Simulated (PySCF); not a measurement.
**Radial density of Pb (lead, neutral)**

BLYP, [Xe] 4f14 5d10 6s1 6p2 7s1, high-spin 5P determinant (an excited configuration). Calculation: PySCF 2.14, in aug-cc-pVTZ-DK3 (9s8p6d3f, 84 functions); scalar relativity by spin-free X2C-1e.

```csv
r (bohr),4πr²ρ (e/bohr),4πr²(ρα − ρβ)
0.0157,105.7,0.0074
0.0265,108.9,0.0194
0.0445,153.5,0.0283
0.0749,127.0,-0.0081
0.126,142.9,0.0582
0.212,92.64,0.0047
0.356,97.90,0.0757
0.599,39.20,0.1959
1.01,21.55,-0.0258
1.70,6.147,1.0271
2.85,1.377,1.1079
4.80,0.3658,0.3644
8.07,0.1137,0.1137
13.6,0.0004690,0.0005
```

Densities and radii are taken from the X2C orbitals without a picture-change correction, which distorts them close to the nucleus.

Spin-orbit coupling is strong in this species (close to jj coupling), so the high-spin LS determinant is a model state, not a physical level. The outer electron is Rydberg-like, and this basis confines it to a smaller radius and binds it less than a complete one would.

Q: Where is the radial spin density 4πr²(ρα − ρβ) most negative, and why is it negative at all?

A: Around r = 1.01 bohr, down to -0.0258 e/bohr: exchange with the open shell polarises the paired shells in an unrestricted calculation.
